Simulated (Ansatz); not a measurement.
System: BiBr₂, charge 0, doublet. BiBr2 (SMILES [Br][Bi][Br], doublet).
B3LYP-D3(BJ)/def2-TZVP minimum from Ansatz (an electronic-structure program):
```xyz
3

Bi    -0.3605    -0.3057     0.6008
Br    -0.8694     1.8924    -0.7121
Br     1.7243    -1.1674    -0.7127
```
Charge 0, spin multiplicity 2.

Total energies in def2-SVP, 19 correlated electrons, 37 frozen orbitals. Radicals and triplets start from unrestricted determinants; spin-orbit coupling is neglected. Correlated methods leave the cores frozen (noble-gas shells, and filled d and f shells in the p block). Past Kr the def2 sets carry scalar-relativistic core potentials. Spin-orbit terms, left out, reach several kcal/mol for Br and I, and more for heavier atoms.

```json
[
 {"method": "HF", "program": "Ansatz", "energy (Eh)": "-5357.84953", "minus CCSDT(Q) (mEh)": "339.17"},
 {"method": "MP2", "program": "Ansatz", "energy (Eh)": "-5358.15020", "minus CCSDT(Q) (mEh)": "38.49"},
 {"method": "CCSD", "program": "Ansatz", "energy (Eh)": "-5358.17761", "minus CCSDT(Q) (mEh)": "11.08"},
 {"method": "CCSD(T)", "program": "Ansatz", "energy (Eh)": "-5358.18689", "minus CCSDT(Q) (mEh)": "1.80"},
 {"method": "CCSDT(Q)", "program": "Ansatz", "energy (Eh)": "-5358.18869", "minus CCSDT(Q) (mEh)": "0.00"}
]
```

Rough core times of Ansatz's runs on a shared machine: CCSD(T) 30 s, CCSDT(Q) 8 min.
